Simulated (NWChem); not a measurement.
# sulfur trioxide (SO₃); SMILES O=S(=O)=O

Results from NWChem. Pople sets run with spherical d functions. The geometry was optimised at PBE0/def2-SVP. Core excitations by TDA in a window of 1s orbitals, non-relativistic and unshifted: absolute energies depend strongly on the exact-exchange share.

Problem. What does the run give for S K edge, B3LYP/6-311G**? Quantities: first 1s excitation (eV); dipole oscillator strength of the first; first state with f > 0.002 (eV); dipole oscillator strength of that state.

Solution. 
```
Quantity                                   Value
----------------------------------------  ------
first 1s excitation (eV)                  2419.6
dipole oscillator strength of the first   0.0071
first state with f > 0.002 (eV)           2419.6
dipole oscillator strength of that state  0.0071
```
